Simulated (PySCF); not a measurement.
C4H3ClF2, SMILES C#CC(F)(F)CCl.

Geometry: B3LYP-D3(BJ)/def2-SVP. The structure was generated by enumeration, and PubChem lists no compound with its InChIKey, so it may never have been made. One conformer was computed; it need not be the lowest.

Vertical ionisation energy (IE) and electron affinity (EA) in eV. Rows of orbital energies are one-electron estimates. Where ΔSCF, EOM or ADC give a negative EA the extra electron is unbound and the value depends on the basis.

| level | IE | EA |
|---|---|---|
| −ε(HOMO), −ε(LUMO), ωB97X/def2-TZVP (PySCF) | ___ | ___ |
| −ε(HOMO), −ε(LUMO), PBE/def2-TZVP (PySCF) | 7.38 | 1.38 |

Q: Fill in the missing entries. (An estimate is asked for; the answer gives what the named calculation found.)

A: 
- −ε(HOMO), −ε(LUMO), ωB97X/def2-TZVP (PySCF), IE: 11.23
- −ε(HOMO), −ε(LUMO), ωB97X/def2-TZVP (PySCF), EA: -1.95
